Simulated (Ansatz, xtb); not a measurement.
Relative energy of two isomers of C2H9OPSi

Structure X is `CO[Si@H](C)P`, a singlet and structure Y is `CCO[SiH2]P`, a singlet. Both are isolated molecules in the gas phase, relaxed with PBE-D3(BJ)/def2-SVP; each stands in its lowest conformer found.

Quicker runs give these differences E(Y) − E(X): GFN2-xTB −43.0 kJ/mol; HF/STO-3G +37.3 kJ/mol (at GFN2-xTB geometries); r2SCAN-D4/def2-SVP +30.2 kJ/mol (at GFN2-xTB geometries).

Question: Estimate which is lower in electronic energy at CCSD(T)/def2-SVP + ΔMP2/def2-TZVPP, and by roughly how much.

Answer: The CCSD(T)/def2-SVP + ΔMP2/def2-TZVPP calculation puts structure X lower, by 34.2 kJ/mol.

How the difference moves with the method:

```csv
level,geometry,E(Y) − E(X) (kJ/mol),departure from the last row (kJ/mol),"job, with rough time for the two"
GFN2-xTB,GFN2-xTB,−43.0,−77.2,"optimisation, 0.44 s"
HF/STO-3G,GFN2-xTB,+37.3,+3.1,"single point, 0.44 s"
r2SCAN-D4/def2-SVP,GFN2-xTB,+30.2,−4.0,"single point, 5.4 s"
PBE-D3(BJ)/def2-SVP,PBE-D3(BJ)/def2-SVP,+29.0,−5.2,"optimisation, 86 s"
HF/def2-SVP,PBE-D3(BJ)/def2-SVP,+26.2,−8.0,part of the CCSD(T) run
MP2/def2-SVP,PBE-D3(BJ)/def2-SVP,+26.8,−7.4,part of the CCSD(T) run
CCSD(T)/def2-SVP,PBE-D3(BJ)/def2-SVP,+23.5,−10.7,single point
CCSD(T)/def2-SVP + ΔMP2/def2-TZVPP,PBE-D3(BJ)/def2-SVP,+34.2,,"single point, 61 s"
```

As drawn, Y has 1 C–C, 1 Si–H in place of 1 C–Si, 1 C–H.

GFN2-xTB puts the two in the other order. The largest departure from CCSD(T)/def2-SVP + ΔMP2/def2-TZVPP is that of GFN2-xTB, 77.2 kJ/mol. The last row adds to CCSD(T) the change of the MP2 difference between the two basis sets, here +10.7 kJ/mol.

With thermal terms from frequencies at re-optimised GFN2-xTB minima (ideal gas, soft modes damped towards free rotors, one conformer each, 298.15 K, 1 atm): the zero-point term adds −1.2 kJ/mol; ΔH is +30.8 and ΔG +36.2 kJ/mol.

The correlated steps freeze 13 core orbitals. Mirror images aren't counted in ΔG. Programs: Ansatz 0.2.0, xtb 6.7.1; the last row on 2 threads of Arm Neoverse V1 on a shared host.
